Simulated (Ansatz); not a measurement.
Ideal-gas functions of Br$_{3}$HSi (`Br[SiH](Br)Br`) at 600 K and 1 bar, from an Ansatz frequency run at PBE0-D4/def2-TZVP.

Molar mass 268.81 g/mol, point group C3v (symmetry number 3), electronic degeneracy 1, moments of inertia 535.233, 535.241, 1035.745 u Å². Harmonic wavenumbers (cm⁻¹, unscaled): 106, 106, 166, 362, 482, 482, 765, 765, 2291.

Use S(trans) = R[1.5 ln M + 2.5 ln T − 1.1517]; rotational temperatures θ = 24.2544 K / I; S(rot) = R[ln(√π/σ · √(T³/θAθBθC)) + 1.5]; for each mode x = 1.438777 ν̃/T, S = R[x/(eˣ − 1) − ln(1 − e⁻ˣ)] and H = RT x/(eˣ − 1); 1 cm⁻¹ = 0.0119627 kJ/mol; R = 8.31446 J/(mol·K).

By hand: the entropy, in J/(mol·K).

Translation 193.2. Rotation: θ = 0.0453, 0.0453, 0.0234 K, giving 129.2. Vibration, mode by mode: 19.73, 19.73, 16.03, 9.75, 7.56, 7.56, 4.35, 4.35, 0.22, in all 89.3. Electronic 0.0. Sum 411.7 J/(mol·K).

By hand: H − E and G − E in kJ/mol, counted from the electronic energy.

Zero-point energy ½ × 5525 × 0.0119627 = 33.0; thermal vibration 24.8; translation, rotation and pV give 4 RT = 20.0. H − E = 77.8 kJ/mol, and G − E = 77.8 − 600 × 411.7/1000 = -169.2 kJ/mol.

Vibration gives 22 % of the entropy, 39.5 J/(mol·K) of it from the modes under 150 cm⁻¹: soft modes count most, and the harmonic formula is weakest for them.
